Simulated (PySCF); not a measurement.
Gas-phase reaction: SnH2Cl2 + SnCl4 ⇌ 4 Cl + 2 SnHCl

Computed with PySCF (xtb for GFN2) and rigid-rotor harmonic-oscillator thermochemistry at 1 bar. † marks an energy on the PBE0/def2-TZVP geometry and frequencies; other levels use their own. MP2 and CCSD(T) freeze the core. Open shells (unrestricted): Cl (multiplicity 2); the rest are closed-shell singlets. GFN2 has no spin-polarisation term. Spin-orbit splitting is ignored; it lowers the true energy and changes the entropy of Cl. B3LYP is the form with VWN-RPA correlation. Sn: scalar-relativistic def2 core potential, no spin-orbit coupling. SnH2Cl2, SnHCl: computed as isolated molecules; such fragments, hydroxides, amides, oligomers or adducts are transient or little studied in the gas. MP2 isn't extrapolated to the basis-set limit. CCSD(T) isn't extrapolated to the basis-set limit.

```tsv
level	ΔH°(298 K), kJ
B3LYP/def2-TZVP†	?
CCSD(T)/def2-SVP†	?
GFN2-xTB	?
M06-2X/def2-TZVP†	1246
MP2/def2-SVP†	1174
MP2/def2-TZVPP†	1240
PBE0/def2-QZVP†	1198
r2SCAN/def2-TZVP†	1225
ωB97M-V/def2-TZVP†	?
ωB97X-V/def2-TZVP†	1226
```

Fill in the missing entries.


- B3LYP/def2-TZVP†, ΔH°(298 K), kJ: 1098
- CCSD(T)/def2-SVP†, ΔH°(298 K), kJ: 1094
- GFN2-xTB, ΔH°(298 K), kJ: 884
- ωB97M-V/def2-TZVP†, ΔH°(298 K), kJ: 1220
